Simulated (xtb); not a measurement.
C6H11O (SMILES [CH]=C(O)C(C)(C)C), doublet, from a rough starting geometry; GFN2-xTB (xtb).

Here is a job for xtb.
```
$ xtb mol.xyz --gfn 2 --uhf 1 --opt vtight --json

# file mol.xyz
18

C      2.35577844    -0.28395853    -0.01484070
C      1.21094992     0.12069792     0.56767820
O      1.12795000     0.77807783     1.76515375
C     -0.20558986    -0.05828858    -0.08967825
C     -0.71462353     1.39906024    -0.27769083
C     -1.04560032    -0.73489632     0.92496207
C     -0.21331400    -0.73362415    -1.34979011
H      2.63089456    -0.75660055    -0.84454271
H      1.98898405     0.86060525     2.15115556
H     -0.80427214     1.94049959     0.71665800
H     -0.05550435     1.94679861    -0.94855232
H     -1.71052040     1.36065278    -0.76544641
H     -1.12103943    -0.28249547     1.87320959
H     -2.06945674    -0.81118382     0.54007108
H     -0.73857049    -1.83968121     1.06301611
H      0.48262246    -0.25807438    -2.14672700
H      0.26388963    -1.77108892    -1.25814413
H     -1.17202374    -0.88674375    -1.82970919
```

It wrote (shortened):

```
   ID    Z sym.   atoms
    1    6 C      1, 2, 4-7
    2    8 O      3
    3    1 H      8-18

           -------------------------------------------------
          |                Calculation Setup                |
           -------------------------------------------------

           -------------------------------------------------
          |                 G F N 2 - x T B                 |
           -------------------------------------------------

          ...................................................
          :                      SETUP                      :
          :.................................................:
          :  # basis functions                  39          :
          :  # atomic orbitals                  39          :
          :  # shells                           25          :
          :  # electrons                        41          :
          :  max. iterations                   250          :
          :  Hamiltonian                  GFN2-xTB          :
          :  restarted?                      false          :
          :  GBSA solvation                  false          :
          :  PC potential                    false          :
          :  electronic temp.          300.0000000     K    :
          :  accuracy                    1.0000000          :
          :  -> integral cutoff          0.2500000E+02      :
          :  -> integral neglect         0.1000000E-07      :
          :  -> SCF convergence          0.1000000E-05 Eh   :
          :  -> wf. convergence          0.1000000E-03 e    :
          :  Broyden damping             0.4000000          :
          :  net charge                          0          :
          :  unpaired electrons                  1          :
          ...................................................

 iter      E             dE          RMSdq      gap      omega  full diag
   1    -22.6443162 -0.226443E+02  0.352E+00    3.94       0.0  T
   2    -22.6661967 -0.218805E-01  0.224E+00    3.48       1.0  T
   3    -22.6522094  0.139873E-01  0.150E+00    4.16       1.0  T
   4    -22.6807778 -0.285685E-01  0.465E-01    3.62       1.0  T
   5    -22.6824563 -0.167843E-02  0.105E-01    3.73       1.0  T
   6    -22.6824947 -0.383806E-04  0.548E-02    3.72       1.0  T
   7    -22.6824991 -0.442630E-05  0.150E-02    3.72       1.6  T
   8    -22.6825006 -0.156713E-05  0.378E-03    3.73       6.2  T
   9    -22.6825007 -0.338895E-07  0.120E-03    3.73      19.7  T
[...]
 * total energy  :   -22.4027982 Eh     change       -0.2072623E-03 Eh
 * total energy  :   -22.4028476 Eh     change       -0.4937419E-04 Eh
 * total energy  :   -22.4028648 Eh     change       -0.1725903E-04 Eh
 * total energy  :   -22.4028719 Eh     change       -0.7078305E-05 Eh
 * total energy  :   -22.4028846 Eh     change       -0.1265785E-04 Eh
 * total energy  :   -22.4028880 Eh     change       -0.3461067E-05 Eh
 * total energy  :   -22.4028900 Eh     change       -0.1921086E-05 Eh
 * total energy  :   -22.4028908 Eh     change       -0.7968711E-06 Eh
 * total energy  :   -22.4028914 Eh     change       -0.6833454E-06 Eh
 * total energy  :   -22.4028919 Eh     change       -0.4222012E-06 Eh
 * total energy  :   -22.4028920 Eh     change       -0.1586723E-06 Eh
 * total energy  :   -22.4028921 Eh     change       -0.8913381E-07 Eh
   *** GEOMETRY OPTIMIZATION CONVERGED AFTER 15 ITERATIONS ***
         :: total energy             -22.402892117571 Eh    ::
[...]

 ---------------------------------------------------------------------------
     #   Z sym  total        # sym  WBO       # sym  WBO       # sym  WBO
 ---------------------------------------------------------------------------
     1   6 C    3.237 --     2 C    1.968     8 H    0.974     3 O    0.134
     2   6 C    3.933 --     1 C    1.968     3 O    1.035     4 C    0.885
     3   8 O    2.098 --     2 C    1.035     9 H    0.895     1 C    0.134
     4   6 C    3.979 --     7 C    1.002     6 C    0.991     5 C    0.991
                             2 C    0.885
     5   6 C    3.995 --     4 C    0.991    11 H    0.986    10 H    0.983
                            12 H    0.979
     6   6 C    3.995 --     4 C    0.991    15 H    0.986    13 H    0.983
                            14 H    0.979
     7   6 C    3.996 --     4 C    1.002    17 H    0.986    16 H    0.986
                            18 H    0.984
     8   1 H    0.997 --     1 C    0.974
     9   1 H    0.913 --     3 O    0.895
    10   1 H    0.997 --     5 C    0.983
    11   1 H    0.999 --     5 C    0.986
    12   1 H    0.998 --     5 C    0.979
    13   1 H    0.997 --     6 C    0.983
    14   1 H    0.998 --     6 C    0.979
    15   1 H    0.999 --     6 C    0.986
    16   1 H    0.999 --     7 C    0.986
    17   1 H    0.999 --     7 C    0.986
    18   1 H    0.998 --     7 C    0.984
 ---------------------------------------------------------------------------

Topologies differ in total number of bonds
Writing topology from bond orders to xtbtopo.mol

molecular dipole:
                 x           y           z       tot (Debye)
 q only:       -0.124      -0.010      -0.052
   full:       -0.020      -0.074      -0.142       0.411
molecular quadrupole (traceless):
                xx          xy          yy          xz          yz          zz
 q only:        0.497       0.896      -0.730       1.977       0.227       0.233
  q+dip:        1.815       0.584      -1.598       2.061       0.567      -0.217
   full:        1.268       1.030      -1.275       2.591       0.328       0.007

optimized geometry written to: xtbopt.xyz

           -------------------------------------------------
          | TOTAL ENERGY              -22.402892117571 Eh   |
          | GRADIENT NORM               0.000071822193 Eh/α |
          | HOMO-LUMO GAP               4.080242900923 eV   |
           -------------------------------------------------

normal termination of xtb
```
